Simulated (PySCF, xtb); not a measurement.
C3H11NSi2, SMILES C=C([SiH3])N(C)[SiH3]. The values are those of a single conformer.

Harmonic wavenumbers (cm⁻¹) from GFN2-xTB run with xtb at its own minimum, in rising order: 39, 91, 142, 192, 208, 266, 335, 372, 387, 410, 547, 561, 582, 588, 613, 684, 768, 775, 780, 799, 801, 808, 822, 837, 1017, 1095, 1099, 1235, 1277, 1410, 1433, 1485, 1513, 1622, 2195, 2224, 2229, 2250, 2258, 2266, 2931, 2959, 3040, 3111, 3128.

Question: What does PBE-D3(BJ)/def2-SVP (PySCF) give at its own minimum? (Estimate from the structure and the level; the computed values follow.)

Answer: 61, 63, 177, 195, 242, 258, 296, 346, 375, 398, 531, 641, 662, 668, 688, 708, 758, 787, 878, 890, 908, 915, 926, 939, 984, 1081, 1092, 1203, 1274, 1356, 1400, 1401, 1441, 1580, 2135, 2151, 2158, 2173, 2183, 2200, 2927, 2995, 3060, 3093, 3188. Paired by order, the mean absolute difference is 48 cm⁻¹ and the zero-point energies are 77.5 and 77.7 kcal/mol.
